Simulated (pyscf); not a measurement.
Optimised with ωB97X-D3(BJ)/def2-SVP in PySCF.

**Question.** Estimate the classical barrier height and the reaction energy of [H₃C–In–OH]• -> H₃C–InH–O• at ωB97M-D3(BJ)/def2-TZVP. The step runs on the doublet surface, breaks H–O and forms H–In; take the reactant's lowest minimum found as zero.

**Answer.** ΔE‡ = 66.3 kcal/mol, ΔE = +46.4 kcal/mol. Zero-point energy shifts the barrier by -3.9 kcal/mol. It is a hydrogen shift, with an imaginary mode of 1379i cm⁻¹. One saddle was located; it need not be the lowest between these sides. Elements past Kr carry the def2 core potentials, without spin-orbit coupling.
